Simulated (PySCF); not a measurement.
Species: C4H11NSi2.
Z-matrix (Å and degrees, GFN2-xTB geometry), rows numbered from 1:
```
C 
N   1  1.4282
C   2  1.2574  1  120.92
Si  3  1.8877  2  119.98  1   178.69
C   4  1.9137  3  114.02  2     8.80
Si  5  1.9175  4   92.08  3  -112.69
C   6  1.9212  5   88.06  4    -1.67
H   1  1.0911  2  108.24  3   122.68
H   1  1.0912  2  108.24  3  -121.05
H   1  1.1002  2  113.69  3     0.77
H   3  1.1050  2  120.83  1    -0.12
H   4  1.4716  3  108.29  2   141.29
H   5  1.0856  4  113.75  3     5.42
H   5  1.0863  4  114.61  3   128.95
H   6  1.4638  5  115.20  4   114.60
H   6  1.4666  5  114.52  4  -116.99
H   7  1.0868  4  115.04  3    -4.79
H   7  1.0865  4  114.20  3  -128.58
```

Method: PySCF 2.14.0, density-fitted response routines, TDDFT B3LYP/def2-SVPD, vertical, gas phase, core orbitals frozen in the response.

Each state is given a Gaussian of 0.3 eV full width at half maximum, with ε(max) = 2.175×10⁸ f / Δν̃ (Δν̃ the width in cm⁻¹). The width is an assumption, not a result. The curve ends short of the highest state used, and states not computed would add to its high-energy end.

(λ (nm), ε (L mol⁻¹ cm⁻¹)): (203.1, 15398), (205.4, 15354), (207.6, 12578), (209.9, 8438), (212.2, 4785), (214.5, 2527), (216.8, 1609), (219.1, 1471), (221.3, 1523), (223.6, 1432), (225.9, 1136), (228.2, 753), (230.5, 419), (232.8, 198), (235.0, 84), (237.3, 30), (239.6, 9), (241.9, 2), (244.2, 1), (246.5, 0), (248.8, 0), (251.0, 0), (253.3, 0), (255.6, 0), (257.9, 0), (260.2, 0), (262.5, 0), (264.7, 0), (267.0, 1), (269.3, 2), (271.6, 5), (273.9, 11), (276.2, 21), (278.4, 36), (280.7, 57), (283.0, 85), (285.3, 116), (287.6, 145), (289.9, 169), (292.2, 183), (294.4, 185), (296.7, 175), (299.0, 155), (301.3, 130), (303.6, 103), (305.9, 77), (308.1, 55), (310.4, 38), (312.7, 24), (315.0, 15), (317.3, 9), (319.6, 5), (321.8, 3), (324.1, 1), (326.4, 1), (328.7, 0)

Q: Where are the band maxima, and which computed states make them?

A: 294 nm (4.22 eV), ε about 190, made up of S1 (100%); 221 nm (5.60 eV), ε about 1500, made up of S2 (96%) (hardly more than a shoulder); 204 nm (6.07 eV), ε about 16000, made up of S3 (32%) and S5 (62%) (ε in L mol⁻¹ cm⁻¹; maxima over ε = 5, shares over 10%). The states used: S1 4.22 eV (f 0.0021); S2 5.58 eV (f 0.016); S3 5.99 eV (f 0.069); S4 6.01 eV (f 0.010); S5 6.12 eV (f 0.116); S6 6.35 eV (f 0.011); S7 6.57 eV (f 0.055); S8 6.71 eV (f 0.040).

Q: Coming from long wavelengths, where does ε first pass 100 L mol⁻¹ cm⁻¹?

A: At about 304 nm (4.08 eV), 0.14 eV below S1.

Q: What would ε be at 6.07 eV, the highest of these maxima, with half the width (0.15 eV)?

A: About 23100 L mol⁻¹ cm⁻¹ against 15800, a factor of about 1.5; a lone state at its own centre would give exactly 2.

Q: On this curve, what absorbance would a 10⁻⁴ mol/L sample give at 222 nm over a 1 cm path?

A: 222 nm is 5.585 eV, where ε is about 1500 L mol⁻¹ cm⁻¹, so A = ε c l ≈ 0.15 (Beer–Lambert, with the gas-phase spectrum and the assumed width).

One conformer stands for the species.
